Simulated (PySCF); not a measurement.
IrH₃⁺: fields on a plane

Method: UPBE0/[Ir def2-TZVP with ECP60, H def2-TZVP], scalar-relativistic core potentials, density fitting, no spin–orbit coupling, PySCF.

The quartet minimum has H–H 0.806 Å, Ir–H 1.591 Å, Ir–H 1.927 Å (×2); H–H–Ir 77.9° (×2), H–Ir–H 24.1°, H–Ir–H 140.9° (×2).

The plane holds Ir1 at (0.00, 0.00), H2 at (1.93, 0.00), H3 at (1.76, 0.79) Å. Columns run from x = -1.95 to 4.35 Å, rows from y = 3.15 (top) to -1.95 Å, in steps of 0.3 Å. Other isomers or separated fragments may lie lower. Core electrons replaced by a potential are absent, the electrostatic potential uses the reduced nuclear charge, and values within about 0.7 Å of such atoms have no physical meaning.

Question: Give the highest occupied orbital (Å^-3/2) at -14.77 eV (cut at ±0.3; overall sign arbitrary). Lower edges of the bins (Å^-3/2): '_' -0.300, '.' -0.243, ':' -0.185, '-' -0.128, '=' -0.070, '+' -0.013, '*' 0.044, '#' 0.102, '%' 0.159, '@' 0.217; top 0.27, each point printed twice.

Answer: 
```
++++++++++++++++++++++++++++++++++++++++++++
++++++++++++++++++++++++++++++++++++++++++++
++++++++++++++++++++++++++++++++++++++++++++
++++++++++++++++++++++++++++++++++++++++++++
++++++************++++++==========++++++++++
++********####******++++============++++++++
******####%%%%####**++==------======++++++++
****##%%%%@@@@@@%%**++==::::----======++++++
**##%%@@@@@@@@@@%%##++--____::--======++++++
####%%@@@@**++**####++--....::--======++++++
##%%@@@@##__====++**++==..__..--======++++++
##%%@@@@##__--++++##**==::..::--======++++++
##%%@@@@@@++--++%%%%##++==----========++++++
####%%@@@@@@@@@@@@%%##**++==========++++++++
**####%%@@@@@@@@%%%%##**++++======++++++++++
****####%%%%%%%%####****++++++++++++++++++++
++******##########****++++++++++++++++++++++
++++****************++++++++++++++++++++++++
```

Question: Give the lowest empty orbital (Å^-3/2) at -10.94 eV (cut at ±0.3; overall sign arbitrary). Lower edges of the bins (Å^-3/2): '_' -0.300, '.' -0.240, ':' -0.180, '-' -0.120, '=' -0.060, '+' 0.000, '*' 0.060, '#' 0.120, '%' 0.180, '@' 0.240; top 0.30, each point printed twice.

Answer: 
```
============================================
============================================
============================================
============--==============================
========------------========================
======--::::::::----========================
====----::____..::--========================
====--::..______..--========================
======--..______--**++++====================
====++++==..__::@@@@%%**====================
++++**%%@@@@==##@@@@@@**++==================
++++**@@@@@@##==@@@@%%**====================
++++**%%@@@@::__..==++======================
++++++****--______..----====================
++++++====::______..::--====================
========--::..____..::--====================
========----::::::::----====================
==========------------======================
```

Other spin states or occupations of the open shell can lie lower. Spin–orbit coupling, left out here, can matter for elements this heavy.
